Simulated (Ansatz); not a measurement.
The first iterations of a band of Cl2F3HOW + ClH (10 atoms, charge 0, multiplicity 1).

All numbers below come from Ansatz, RKS PBE/def2-SVP.

- movable images: 7
- climbing image: yes
- spring: 5.0 eV/Å²
- optimiser: quadratic models (default)
- start path: straight line
- force threshold: 0.03 eV/Å
- iteration limit: 60
- end points: relaxed

Initial state:

```xyz
10
Properties=species:S:1:pos:R:3
W -0.044 0.063 -0.417
F 0.182 -0.133 1.456
Cl 2.228 0.064 -0.707
O -0.124 1.930 -0.235
H -0.854 2.548 -0.033
F -1.916 0.146 -0.148
Cl -0.302 -2.230 -0.546
F -0.304 0.162 -2.267
Cl 2.322 -2.160 2.821
H 1.350 -1.323 2.604
```

Final state:

```xyz
10
Properties=species:S:1:pos:R:3
W 0.173 -0.610 -0.576
F 0.338 1.730 2.424
Cl 2.438 -0.474 -1.014
O 0.104 1.122 0.023
H 0.170 1.598 0.927
F -1.690 -0.807 -0.390
Cl 0.278 -2.913 -0.802
F -0.173 -0.246 -2.375
Cl 0.481 -1.101 1.787
H 0.421 0.766 2.523
```

| iteration | highest image above the first end (eV) | largest band force component (eV/Å) |
| --- | --- | --- |
| 1 | 4.365 | 13.477 |
| 2 | 2.206 | 1.484 |
| 3 | 1.768 | 2.178 |
| 4 | 1.481 | 1.175 |
| 5 | 1.345 | 0.805 |
| 6 | 1.240 | 0.413 |
| 7 | 1.184 | 0.425 |
| 8 | 1.140 | 0.354 |
| 9 | 1.092 | 0.280 |

Task: Does the band converge within its limit, and where does its top end?

Result: The run converged. It ended after 29 iterations with the highest image 0.871 eV above the first end. The order of the point at the top wasn't checked. The orbitals stay closed-shell, which can raise the energy where a bond breaks towards radicals; this wasn't checked here.

Time of the run: 10 min on 4 threads of Arm Neoverse V1 (shared host), peak memory 0.29 GiB.
